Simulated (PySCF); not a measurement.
An unknown is described by computed data only.

Formula: CH3BeF.

| Item | Value |
| --- | --- |
| Couplings | largest of the computed one-bond spin–spin couplings (means over like bonds): 13C–1H +124.5 (×3) Hz [B3LYP/pcJ-1] |
| UV, first state | lowest singlet excitation: 7.83 eV (158 nm, f = 0.124) [TDDFT CAM-B3LYP/def2-SVPD] |
| Dipole | 1.38 D [CAM-B3LYP/def2-SVPD] |
| Rotational structure | rotational constants A, B, C: 159.204, 5.965, 5.965 GHz [PBE0-D3(BJ)/def2-SVP] |
| 13C NMR | chemical shifts (computed TMS as zero) by class: -21.9 (1 C) ppm [GIAO PBE0/pcSseg-1] |
| XPS | Be1s 121.5, C1s 290.2, F1s 692.1 eV [ΔSCF SCAN, pcX-2 on the ionised atom, pcseg-1 elsewhere, spin-free X2C] |

The electronic properties come from PySCF, for the isolated species, density fitting. Levels stand in brackets. Geometry: PBE0-D3(BJ)/def2-SVP; no solvent, vibrations or thermal averaging. NMR values are class means; diastereotopic atoms form classes of their own.

Problem. Propose a structure and show how it fits.

Solution. The one carbon: carbon bonded to Be and 3 H (-21.9 ppm). The couplings run between: +124.5 Hz, carbon bonded to Be and 3 H and its hydrogen (with 2 like pairs). The core levels belong to: Be1s 121.5 eV, beryllium bonded to C and F; C1s 290.2 eV, carbon bonded to Be and 3 H; F1s 692.1 eV, fluorine bonded to Be. The optimised geometry has point group C3v and is a prolate symmetric top. Structure: `[CH3][Be][F]` (BeMeF). The assignments are read from this structure; whether some other isomer fits the data as well wasn't checked.
